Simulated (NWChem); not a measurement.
System: CHBr₂F; SMILES FC(Br)Br

Excerpt of the output:

```
             Northwest Computational Chemistry Package (NWChem) 7.3.0
             --------------------------------------------------------

 CS  symmetry detected

                             Geometry "geometry" -> ""
                             -------------------------

 Output coordinates in angstroms (scale by  1.889725989 to convert to a.u.)

  No.       Tag          Charge          X              Y              Z
 ---- ---------------- ---------- -------------- -------------- --------------
    1 F                    9.0000     1.87442277    -0.18141069     0.00000000
    2 C                    6.0000     0.68062509     0.43135755     0.00000000
    3 Br                  35.0000    -0.31078924    -0.03551513     1.62086800
    4 Br                  35.0000    -0.31078924    -0.03551513    -1.62086800
    5 H                    1.0000     0.80169117     1.53060994     0.00000000

 Effective nuclear repulsion energy (a.u.)     477.1819258686

      Symmetry information
      --------------------

 Group name             Cs
 Group number              2
 Group order               2
 No. of unique centers     4

                                 NWChem DFT Module
                                 -----------------

 Summary of "ao basis" -> "ao basis" (spherical)
 ------------------------------------------------------------------------------
       Tag                 Description            Shells   Functions and Types
 ---------------- ------------------------------  ------  ---------------------
 F                           sto-3g                  3        5   2s1p
 C                           sto-3g                  3        5   2s1p
 Br                          sto-3g                  8       18   4s3p1d
 H                           sto-3g                  1        1   1s

      Symmetry analysis of basis
      --------------------------

        a'         27
        a"         20

            General Information
            -------------------
          SCF calculation type: DFT
          Wavefunction type:  closed shell.
          No. of atoms     :     5
          No. of electrons :    86
           Alpha electrons :    43
            Beta electrons :    43
          Charge           :     0
          Spin multiplicity:     1
          Use of symmetry is: on ; symmetry adaption is: on
          Maximum number of iterations: 150
          AO basis - number of functions:    47
                     number of shells:    23
          Convergence on energy requested:  1.00D-06
          Convergence on density requested:  1.00D-05
          Convergence on gradient requested:  5.00D-04

              XC Information
              --------------
                  TPSS metaGGA Exchange Functional  1.000
             TPSS03 metaGGA Correlation Functional  1.000

             Grid Information
             ----------------
          Grid used for XC integration:  medium
          Radial quadrature: Mura-Knowles
          Angular quadrature: Lebedev.
          Tag              B.-S. Rad. Rad. Pts. Rad. Cut. Ang. Pts.
          ---              ---------- --------- --------- ---------
          F                   0.50       49           7.0       434
          C                   0.70       49           6.0       434
          Br                  1.15      112           8.0       590
          H                   0.35       45           7.0       434
          Grid pruning is: on
          Number of quadrature shells:   255
          Spatial weights used:  Erf1

      Superposition of Atomic Density Guess
      -------------------------------------

 Sum of atomic energies:       -5224.93740758

      Non-variational initial energy
      ------------------------------

 Total energy =   -5225.013490
 1-e energy   =   -8268.128527
 2-e energy   =    2565.933112
 HOMO         =      -0.231219
 LUMO         =       0.250992

      Symmetry analysis of molecular orbitals - initial
      -------------------------------------------------

  Numbering of irreducible representations:

     1 a'          2 a"

  Orbital symmetries:

     1 a"          2 a'          3 a"          4 a'          5 a"
     6 a'          7 a"          8 a'          9 a"         10 a'
    11 a'         12 a'         13 a'         14 a"         15 a'
    16 a"         17 a"         18 a'         19 a"         20 a'
    21 a'         22 a"         23 a'         24 a'         25 a"
    26 a"         27 a'         28 a'         29 a"         30 a"
    31 a'         32 a'         33 a"         34 a'         35 a'
    36 a'         37 a"         38 a'         39 a"         40 a'
    41 a"         42 a"         43 a'         44 a'         45 a"
    46 a'         47 a'

     ---------------------------------------------
      Total Density - Mulliken Population Analysis
     ---------------------------------------------

    Atom       Charge   Shell Charges
 -----------   ------   -------------------------------------------------------
    1 F    9     9.35   2.00  1.92  5.43
    2 C    6     4.95   1.99  1.19  1.77
    3 Br  35    35.37   2.00  2.00  6.00  2.00  5.99  1.94  5.44 10.00
    4 Br  35    35.37   2.00  2.00  6.00  2.00  5.99  1.94  5.44 10.00
    5 H    1     0.96   0.96

   convergence    iter        energy       DeltaE   RMS-Dens  Diis-err
 ---------------- ----- ----------------- --------- --------- ---------
 d= 0,ls=0.0,diis     1  -5228.2525477563 -5.71D+03  6.89D-02  1.37D+00
 d= 0,ls=0.0,diis     2  -5227.7363909370  5.16D-01  4.55D-02  4.68D+00
 d= 0,ls=0.0,diis     3  -5228.5110699232 -7.75D-01  5.96D-03  6.46D-03
 d= 0,ls=0.0,diis     4  -5228.5104221844  6.48D-04  3.11D-03  9.83D-03
 d= 0,ls=0.0,diis     5  -5228.5127441182 -2.32D-03  1.20D-04  9.23D-06
  Resetting Diis
 d= 0,ls=0.0,diis     6  -5228.5127465636 -2.45D-06  1.18D-05  2.14D-07
 d= 0,ls=0.0,diis     7  -5228.5127466038 -4.02D-08  3.10D-06  3.71D-09

         Total DFT energy =    -5228.512746603810
      One electron energy =    -8265.332310615824
           Coulomb energy =     2759.728193264184
    Exchange-Corr. energy =     -200.090555120811
 Nuclear repulsion energy =      477.181925868640

 Numeric. integr. density =       86.000004927158

                  Occupations of the irreducible representations
                  ----------------------------------------------

                     irrep           alpha         beta
                     --------     --------     --------
                     a'               24.0         24.0
                     a"               19.0         19.0

                       DFT Final Molecular Orbital Analysis
                       ------------------------------------

 Vector   41  Occ=2.000000D+00  E=-1.574611D-01  Symmetry=a"
              MO Center= -2.0D-01, -4.2D-02,  1.5D-08, r^2= 3.9D+00
   Bfn.  Coefficient  Atom+Function         Bfn.  Coefficient  Atom+Function
  ----- ------------  ---------------      ----- ------------  ---------------
    22      0.622418  3 Br py                40     -0.622418  4 Br py
    21     -0.322508  3 Br px                39      0.322508  4 Br px
     5      0.234524  1 F  pz                18     -0.191573  3 Br py
    36      0.191573  4 Br py                23      0.113287  3 Br pz
    41      0.113287  4 Br pz                17      0.099309  3 Br px

 Vector   42  Occ=2.000000D+00  E=-1.573676D-01  Symmetry=a'
              MO Center= -1.9D-01,  2.9D-02, -1.5D-08, r^2= 3.8D+00
   Bfn.  Coefficient  Atom+Function         Bfn.  Coefficient  Atom+Function
  ----- ------------  ---------------      ----- ------------  ---------------
    22      0.695154  3 Br py                40      0.695154  4 Br py
    47     -0.228708  5 H  s                 18     -0.213227  3 Br py
    36     -0.213227  4 Br py                 4      0.178218  1 F  py
     9     -0.078615  2 C  py                21      0.075380  3 Br px
    39      0.075380  4 Br px                14      0.071228  3 Br py

 Vector   43  Occ=2.000000D+00  E=-1.467107D-01  Symmetry=a"
              MO Center= -3.0D-01, -3.8D-02,  2.2D-10, r^2= 3.8D+00
   Bfn.  Coefficient  Atom+Function         Bfn.  Coefficient  Atom+Function
  ----- ------------  ---------------      ----- ------------  ---------------
    23      0.503765  3 Br pz                41      0.503765  4 Br pz
    21      0.499918  3 Br px                39     -0.499918  4 Br px
    22      0.184339  3 Br py                40     -0.184339  4 Br py
    19     -0.155062  3 Br pz                37     -0.155062  4 Br pz
    17     -0.153461  3 Br px                35      0.153461  4 Br px

 Vector   44  Occ=0.000000D+00  E= 6.808076D-02  Symmetry=a'
              MO Center=  5.9D-02,  9.4D-02, -6.7D-15, r^2= 2.5D+00
   Bfn.  Coefficient  Atom+Function         Bfn.  Coefficient  Atom+Function
  ----- ------------  ---------------      ----- ------------  ---------------
     7      0.789949  2 C  s                 23      0.617691  3 Br pz
    41     -0.617691  4 Br pz                 8     -0.551606  2 C  px
     9     -0.303909  2 C  py                21     -0.267508  3 Br px
    39     -0.267508  4 Br px                20     -0.244818  3 Br s
    38     -0.244818  4 Br s                  3      0.188621  1 F  px

 Vector   45  Occ=0.000000D+00  E= 1.184451D-01  Symmetry=a"
              MO Center=  4.0D-01,  2.3D-01,  6.0D-15, r^2= 2.2D+00
   Bfn.  Coefficient  Atom+Function         Bfn.  Coefficient  Atom+Function
  ----- ------------  ---------------      ----- ------------  ---------------
    10      0.973503  2 C  pz                23      0.438141  3 Br pz
    41      0.438141  4 Br pz                21     -0.368963  3 Br px
    39      0.368963  4 Br px                 5     -0.310349  1 F  pz
    20     -0.251216  3 Br s                 38      0.251216  4 Br s
    22     -0.187869  3 Br py                40      0.187869  4 Br py

[...]
```

Level: TPSS/STO-3G. Coordinates come from a PBE-D3(BJ)/def2-SVP optimisation.

**Question.** Write an input that gives this output.

**Answer.** This is not unique; one that fits is the input that was run:
```
start job
memory heap 200 mb stack 900 mb global 1100 mb
geometry units angstroms noautoz
  F      1.873383    -0.199839     0.000000
  C      0.688478     0.429953     0.000000
  Br    -0.309517    -0.022682    -1.620868
  Br    -0.309517    -0.022682     1.620868
  H      0.825265     1.527360     0.000000
end
basis spherical
  F library sto-3g
  C library sto-3g
  Br library sto-3g
  H library sto-3g
end
dft
  xc xtpss03 ctpss03
  iterations 150
  mulliken
end
task dft energy
```
